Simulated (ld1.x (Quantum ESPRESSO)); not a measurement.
## caesium (Cs): variants of one TM potential

Base potential:

- Element: Cs (Z = 55)
- Generator: ld1.x (Quantum ESPRESSO) 7.5
- Type: norm-conserving Troullier–Martins (Kleinman–Bylander form)
- Functional: PBEsol
- Relativity: scalar-relativistic
- Frozen core: [Kr] 4d10
- Valence charge: 9
- Reference configuration: 5s2 5p6 5d0 6s0.5 6p0 (charge +0.5)
- Partial waves: 5p (bound): rc 2.80 bohr; 5d (bound, empty): rc 4.20 bohr; 5s (bound): rc 2.85 bohr
- Local potential: the s channel
- Core correction: full core density, not smoothed (it rises at the typed radius of 2.90 bohr, so ld1.x skipped the fit)

Occupied shells without a wave of their own: 6s. They enter only through the test configuration that unscreens the potential, and ld1.x also counts them in the model core charge.

Cutoffs, loose and tight: the cutoffs (Ry, on a coarse ladder) from which the occupation-weighted sum of valence levels, in a spherical-Bessel basis at the reference potential, stays within 10 and 1 mRy of its value at 400 Ry. They do not see the model core or the augmentation charge, which bear on the density cutoff. Test errors are all-electron minus pseudo excitation energies from the reference, over the configurations 5s2 5p6 5d0 6s1 6p0; 5s2 5p6 5d0 6s0 6p0; 5s2 5p6 5d0 6s0 6p1; 5s2 5p6 5d1 6s0 6p0; 5s2 5p5 5d0 6s1 6p0; 5s2 5p6 5d0.5 6s0.5 6p0; 5s1 5p6 5d0 6s1 6p0. A dash means not determined; rows that change the core or the reference have their own tests. The largest error is taken over the tests solved by every variant that gives reliable tests at all: 5s1 5p6 5d0 6s1 6p0; 5s2 5p5 5d0 6s1 6p0; 5s2 5p6 5d0 6s0 6p0; 5s2 5p6 5d0 6s0 6p1.

With those shells counted twice in exchange and correlation these files are broken, and their errors move erratically; no question is asked of them.

Cutoffs are not given where the Bessel-basis levels miss the radial ones by over 6 mRy, ghosts where they miss by over 20 mRy; a channel whose overlap is not positive is not tested.

```tsv
change	outcome	bound ghosts	largest test error (meV)
base	generated, misses its reference levels by 1.56 eV	not determined	+1701
core correction none	generated, misses its reference levels by 1.53 eV	not determined	+1718
core correction a·sin(br)/r model core inside 1.10 bohr	generated, misses its reference levels by 1.56 eV	not determined	+1701
core correction a·sin(br)/r model core inside 1.42 bohr	generated, misses its reference levels by 1.56 eV	not determined	+1701
core correction a·sin(br)/r model core inside 1.72 bohr	generated, misses its reference levels by 1.55 eV	not determined	+1703
core correction a·sin(br)/r model core inside 2.02 bohr	generated, misses its reference levels by 1.55 eV	not determined	+1708
core correction a·sin(br)/r model core inside 2.20 bohr	generated, misses its reference levels by 1.55 eV	not determined	+1710
core correction full core density, not smoothed (it rises at the typed radius of 2.60 bohr, so ld1.x skipped the fit)	generated, misses its reference levels by 1.56 eV	not determined	+1701
core correction full core density, not smoothed (it rises at the typed radius of 2.84 bohr, so ld1.x skipped the fit)	generated, misses its reference levels by 1.56 eV	not determined	+1701
core correction full core density, not smoothed (it rises at the typed radius of 3.00 bohr, so ld1.x skipped the fit)	generated, misses its reference levels by 1.56 eV	not determined	+1701
core correction full core density, not smoothed (it rises at the typed radius of 3.44 bohr, so ld1.x skipped the fit)	generated, misses its reference levels by 1.56 eV	not determined	+1701
```
